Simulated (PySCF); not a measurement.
```xyz
3
charge -1 multiplicity 4, angstrom
Mo    0.0000    0.2839    0.0000
S     0.0000   -0.4395    2.0654
S     0.0000   -0.4395   -2.0654
```

These are results of PySCF, UPBE0, basis Mo def2-SVPD with ECP28, S def2-SVPD (scalar-relativistic core potentials, no spin–orbit coupling, density fitting), not measurements.

This geometry of [MoS2]- is a stationary point at this level.

Task: What is the point group?

Result: C2v.

Task: Is it a minimum?

Result: Yes: all harmonic wavenumbers are real.

Task: List the harmonic modes with their infrared intensities.

Result: 
```json
{"symmetry": "a1", "ω (cm⁻¹)": "90", "IR (km/mol)": "2.7", "type": "bend"}
{"symmetry": "a1", "ω (cm⁻¹)": "462", "IR (km/mol)": "12.4", "type": "stretch"}
{"symmetry": "b2", "ω (cm⁻¹)": "496", "IR (km/mol)": "258", "type": "stretch"}
```

Task: What are the dipole moment and the gap between the highest occupied and lowest empty levels of either spin?

Result: 1.95 D about the centre of mass and 3.33 eV.

Task: Give the atomic charges and bond orders.

Result: 
```json
{"atom": "Mo1", "Mulliken": "0.53", "Löwdin": "-0.32", "polar tensor": "0.83", "spin (Mulliken)": "3.62", "Mayer order to Mo1": "–"}
{"atom": "S2,3", "Mulliken": "-0.76", "Löwdin": "-0.34", "polar tensor": "-0.92", "spin (Mulliken)": "-0.31", "Mayer order to Mo1": "1.54"}
```

In C2v the vibrations span 2a1 + b2. Here b1 is antisymmetric to the molecular plane and b2 lies in it.

Only a few start shapes were tried, so a lower isomer may exist. Other spin states or occupations of the open shell can lie lower. The lowest empty level of this anion is unbound, so it and the gap depend on the basis.
